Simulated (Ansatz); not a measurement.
`CC[Si]N`. The species carries charge 0 and has multiplicity 1. All single points use the PBE0-D4/def2-TZVP geometry. It is one conformer, not always the lowest.

```xyz
11

C     0.573   -1.343    1.059
C     0.132   -0.425   -0.076
Si   -0.358    1.336    0.487
N    -0.777    1.968   -1.045
H     0.847   -2.339    0.702
H    -0.221   -1.469    1.801
H     1.438   -0.935    1.588
H     0.931   -0.326   -0.823
H    -0.725   -0.858   -0.610
H    -0.742    1.474   -1.925
H    -1.097    2.917   -1.157
```

Problem. What is the dipole moment at r2SCAN/def2-TZVPP? (Estimate.)

Solution. The calculation gave: 2.18 D, with components (-0.27, -0.12, -2.16) D in this frame, pointing from negative to positive charge.

Problem. And with PBE, B3LYP, ωB97M-V? (Best estimate.)

Solution. Computed: PBE 2.11 D, B3LYP 1.98 D, ωB97M-V 1.95 D.

Problem. Give the Mulliken charges with r2SCAN, PBE, B3LYP in def2-TZVPP. (An estimate is asked.)

Solution. Ansatz gave: 
```json
{"atom": "C1", "r2SCAN": "-0.12", "PBE": "-0.24", "B3LYP": "-0.24"}
{"atom": "C2", "r2SCAN": "-0.17", "PBE": "-0.21", "B3LYP": "-0.22"}
{"atom": "Si3", "r2SCAN": "0.18", "PBE": "0.10", "B3LYP": "0.16"}
{"atom": "N4", "r2SCAN": "-0.39", "PBE": "-0.32", "B3LYP": "-0.34"}
{"atom": "H5", "r2SCAN": "0.04", "PBE": "0.08", "B3LYP": "0.08"}
{"atom": "H6", "r2SCAN": "0.04", "PBE": "0.08", "B3LYP": "0.07"}
{"atom": "H7", "r2SCAN": "0.04", "PBE": "0.08", "B3LYP": "0.07"}
{"atom": "H8", "r2SCAN": "0.04", "PBE": "0.07", "B3LYP": "0.06"}
{"atom": "H9", "r2SCAN": "0.04", "PBE": "0.07", "B3LYP": "0.06"}
{"atom": "H10", "r2SCAN": "0.15", "PBE": "0.14", "B3LYP": "0.13"}
{"atom": "H11", "r2SCAN": "0.16", "PBE": "0.16", "B3LYP": "0.14"}
```

B3LYP here is the variant with VWN-RPA as its local correlation; programs differ in this.
